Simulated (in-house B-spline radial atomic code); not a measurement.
**Ionising P IV (P3+) with different functionals**

Computed with an all-electron radial atomic-structure program (B-spline basis): non-relativistic Hamiltonian, point nucleus, spin-polarised at highest spin, spherical fractional occupations for the functionals, the average over the highest-spin determinants for Hartree-Fock. The ionisation energy is the difference of two self-consistent energies, [Ne] 3s2 → [Ne] 3s1, without Breit or QED terms; ε is the level of the shell that loses the electron (its least bound occupied spin orbital).

```
           method                    rung  ΔSCF (eV)  -ε(3s) (eV)
     Hartree-Fock            Hartree-Fock      49.69        49.88
    HF fractional            Hartree-Fock      49.69        49.88
         LDA VWN5                     LDA      51.41        45.64
         LDA PW92                     LDA      51.41        45.63
LDA exchange-only                     LDA      49.67        44.23
              PBE                     GGA      51.28        45.50
           PBEsol                     GGA      51.07        45.44
             BLYP                     GGA      51.38        45.47
             RPBE                     GGA      51.22        45.42
             PW91                     GGA      51.36        45.59
             BP86                     GGA      51.33        45.66
             AM05                     GGA      50.98        45.39
             OLYP                     GGA      51.06        45.28
             TPSS                meta-GGA      51.04        45.58
             SCAN                meta-GGA          ?            ?
           r2SCAN                meta-GGA      50.63        45.71
            M06-L                meta-GGA      51.11        45.59
          revTPSS                meta-GGA      50.96        45.62
             PBE0           global hybrid      51.11        46.85
            B3LYP           global hybrid      51.43        46.71
            TPSSh           global hybrid      51.00        46.11
           M06-2X           global hybrid      51.56        48.40
        BHandHLYP           global hybrid          ?            ?
          r2SCAN0           global hybrid      50.68        46.97
            B97-1           global hybrid      51.41        46.56
            HSE06  range-separated hybrid      51.13        46.47
            wB97X  range-separated hybrid      50.88        49.47
        CAM-B3LYP  range-separated hybrid      51.44        48.45
          LC-wPBE  range-separated hybrid      51.16        49.97
```

(1) What does SCAN give?

(2) What does BHandHLYP give?

(3) Among the functionals, which spreads more, the ΔSCF values or the orbital energies?

(4) How do they compare with the NIST value?

Answers

(1) ΔSCF 50.69 eV, and -ε(3s) = 45.75 eV.

(2) ΔSCF 51.14 eV, and -ε(3s) = 48.13 eV.

(3) The orbital energies: ΔSCF values span about 1.88 eV and the orbital energies 5.74 eV.

(4) NIST lists 51.444 eV (measured, ground level to ground level). Errors run from -1.77 to +0.12 eV; CAM-B3LYP is closest (-0.00 eV), but part of that can be cancellation, since the calculations leave out relativity, Breit-QED terms, the near-degeneracy of s² and p². Hartree-Fock also lacks correlation.
